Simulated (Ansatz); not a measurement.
Computed with Ansatz on PBE0-D4/def2-TZVP structures; ΔE is electronic, products minus reactants. CCSD(T)/CBS is the MP2 limit (def2-TZVPP, def2-QZVPP) plus CCSD(T) − MP2 in def2-TZVPP, frozen cores. This one scheme is used for every species. DFT in def2-TZVPP. For Br outer-core shells are correlated without core-valence functions, which leaves a few kJ/mol of doubt a bond. Scalar relativity is left out up to krypton. One conformer a species, not always the lowest.

Reaction (cleavage of the Al–Si bond): `[NH2][Al]([OH])[SiH3]` + HBr → `[NH2][Al]([OH])[Br]` + SiH₄

CCSD(T)/CBS gives -37.0 kcal/mol.

(1) Another level gave -34.2 kcal/mol. Which?
A. B97M-V/def2-TZVPP
B. BLYP/def2-TZVPP
C. r2SCAN0-D4/def2-TZVPP
D. PBE/def2-TZVPP

Largest T1 diagnostic among the species: 0.013.

## Answers

(1) B. BLYP -34.2, r2SCAN0-D4 -37.4, B97M-V -35.7, PBE -31.6 kcal/mol.

From BLYP to BHLYP (50 % exact exchange), in def2-TZVPP and without D4, ΔE moves by −4.7 kcal/mol. In def2-TZVPP, CCSD(T) changes the Hartree–Fock value by +6.1 kcal/mol (the triples alone add +0.7 kcal/mol) and MP2 by +3.2 kcal/mol.
